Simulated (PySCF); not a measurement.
C2H7BeN (SMILES C[CH2][Be][NH2]), singlet, geometry from GFN2-xTB (such geometries of metal compounds can be far from the true shape); DF-PBE/6-311+G(2d,p) (PySCF).

PySCF was given this input:
```python
from pyscf import gto, scf, dft

mol = gto.Mole()
mol.atom = '''
    Be   -0.115784    0.324851    0.762293
    C     0.765418   -0.819830   -0.200031
    C     0.311256   -0.746103   -1.667631
    H     0.640042   -1.860514    0.111728
    H     1.849755   -0.679839   -0.203154
    H     0.491142    0.243085   -2.084167
    H    -0.752432   -0.956476   -1.760283
    H     0.849113   -1.469886   -2.283369
    N    -0.934173    1.334114    1.528909
    H    -0.946170    1.482541    2.524993
    H    -1.589147    1.998483    1.148695
'''
mol.basis = '6-311+g(2d,p)'
mol.charge = 0
mol.spin = 0
mol.verbose = 4
mol.max_memory = 1800
mol.build()

mf = dft.RKS(mol)
mf.xc = 'pbe'
mf = mf.density_fit(auxbasis='def2-universal-jkfit')
mf.kernel()
```

It wrote (shortened):

```
PySCF version 2.14.0

[INPUT] verbose = 4
[INPUT] num. atoms = 11
[INPUT] num. electrons = 30
[INPUT] charge = 0
[INPUT] spin (= nelec alpha-beta = 2S) = 0
[INPUT] symmetry False subgroup None
[INPUT] Mole.unit = angstrom
[INPUT] Symbol           X                Y                Z      unit          X                Y                Z       unit  Magmom
[INPUT]  1 Be    -0.115784000000   0.324851000000   0.762293000000 AA   -0.218800049607   0.613879421291   1.440524996673 Bohr   0.0
[INPUT]  2 C      0.765418000000  -0.819830000000  -0.200031000000 AA    1.446430390812  -1.549254168702  -0.378003806423 Bohr   0.0
[INPUT]  3 C      0.311256000000  -0.746103000000  -1.667631000000 AA    0.588188594628  -1.409930330716  -3.151365866835 Bohr   0.0
[INPUT]  4 H      0.640042000000  -1.860514000000   0.111728000000 AA    1.209504088219  -3.515861910919   0.211135320445 Bohr   0.0
[INPUT]  5 H      1.849755000000  -0.679839000000  -0.203154000000 AA    3.495530347545  -1.284709518798  -0.383905421110 Bohr   0.0
[INPUT]  6 H      0.491142000000   0.243085000000  -2.084167000000 AA    0.928123868271   0.459364074990  -3.938504827856 Bohr   0.0
[INPUT]  7 H     -0.752432000000  -0.956476000000  -1.760283000000 AA   -1.421890407359  -1.807477684719  -3.326452771728 Bohr   0.0
[INPUT]  8 H      0.849113000000  -1.469886000000  -2.283369000000 AA    1.604591018808  -2.777681974332  -4.314942051322 Bohr   0.0
[INPUT]  9 N     -0.934173000000   1.334114000000   1.528909000000 AA   -1.765331122963   2.521110078948   2.889219279383 Bohr   0.0
[INPUT] 10 H     -0.946170000000   1.482541000000   2.524993000000 AA   -1.788002167280   2.801596458439   4.771545236444 Bohr   0.0
[INPUT] 11 H     -1.589147000000   1.998483000000   1.148695000000 AA   -3.003052601674   3.776585534599   2.170718950657 Bohr   0.0

nuclear repulsion = 92.9164797511561
number of shells = 72
number of NR pGTOs = 216
number of NR cGTOs = 150
basis = 6-311+g(2d,p)
ecp = {}

******** <class 'pyscf.df.df_jk.DFRKS'> ********
method = DFRKS
initial guess = minao
damping factor = 0
level_shift factor = 0
DIIS = <class 'pyscf.scf.diis.CDIIS'>
diis_start_cycle = 1
diis_space = 8
diis_damp = 0
SCF conv_tol = 1e-09
SCF conv_tol_grad = None
SCF max_cycles = 50
direct_scf = False
XC library pyscf.dft.libxc version 7.1.2
    S. Lehtola, C. Steigemann, M. J. T. Oliveira, and M. A. L. Marques,  SoftwareX 7, 1–5 (2018)
XC functionals = pbe
    J. P. Perdew, K. Burke, and M. Ernzerhof,  Phys. Rev. Lett. 77, 3865 (1996)
    J. P. Perdew, K. Burke, and M. Ernzerhof,  Phys. Rev. Lett. 78, 1396 (1997)
    J. P. Perdew, K. Burke, and M. Ernzerhof,  Phys. Rev. Lett. 77, 3865 (1996)
    J. P. Perdew, K. Burke, and M. Ernzerhof,  Phys. Rev. Lett. 78, 1396 (1997)
radial grids:
    Treutler-Ahlrichs [JCP 102, 346 (1995); DOI:10.1063/1.469408] (M4) radial grids

becke partition: Becke, JCP 88, 2547 (1988); DOI:10.1063/1.454033
pruning grids: <function nwchem_prune>
grids dens level: 3
symmetrized grids: False
atomic radii adjust function: <function treutler_atomic_radii_adjust>
small_rho_cutoff = 0
Set gradient conv threshold to 3.16228e-05
Initial guess from minao.
tot grids = 124520
init E= -149.726185779375
  HOMO = -0.327705723636027  LUMO = -0.0747562213073017  gap/eV = 6.88311
cycle= 1 E= -149.632278032104  delta_E= 0.0939  |g|= 0.787  |ddm|= 2.62
  HOMO = -0.0879731728317186  LUMO = -0.00387376452599852  gap/eV = 2.28846
cycle= 2 E= -149.22083365935  delta_E= 0.411  |g|= 1.47  |ddm|= 2.01
  HOMO = -0.22400112436749  LUMO = -0.0332823400230501  gap/eV = 5.18972
cycle= 3 E= -149.780865148032  delta_E= -0.56  |g|= 0.148  |ddm|= 1.42
  HOMO = -0.214623991458277  LUMO = -0.0310088011692643  gap/eV = 4.99642
cycle= 4 E= -149.784745428842  delta_E= -0.00388  |g|= 0.0832  |ddm|= 0.137
  HOMO = -0.217527795233599  LUMO = -0.0299695588446769  gap/eV = 5.10372
cycle= 5 E= -149.786399439102  delta_E= -0.00165  |g|= 0.0154  |ddm|= 0.0646
  HOMO = -0.21662346899979  LUMO = -0.0299893434904708  gap/eV = 5.07857
cycle= 6 E= -149.786459367021  delta_E= -5.99e-05  |g|= 0.00213  |ddm|= 0.0247
  HOMO = -0.216961507554609  LUMO = -0.0301109056532349  gap/eV = 5.08446
cycle= 7 E= -149.786460500647  delta_E= -1.13e-06  |g|= 0.000824  |ddm|= 0.00464
  HOMO = -0.217009918885498  LUMO = -0.0301239770449663  gap/eV = 5.08543
cycle= 8 E= -149.786460655583  delta_E= -1.55e-07  |g|= 0.000275  |ddm|= 0.000787
  HOMO = -0.217001579296596  LUMO = -0.0301237072131883  gap/eV = 5.08521
cycle= 9 E= -149.786460675785  delta_E= -2.02e-08  |g|= 5.6e-05  |ddm|= 0.000323
  HOMO = -0.217000380057033  LUMO = -0.030124419495165  gap/eV = 5.08515
cycle= 10 E= -149.786460676548  delta_E= -7.64e-10  |g|= 1.24e-05  |ddm|= 6.31e-05
  HOMO = -0.216999307483793  LUMO = -0.0301237804846786  gap/eV = 5.08514
Extra cycle  E= -149.786460676549  delta_E= -9.09e-13  |g|= 1.22e-05  |ddm|= 3.3e-05
converged SCF energy = -149.786460676549
```
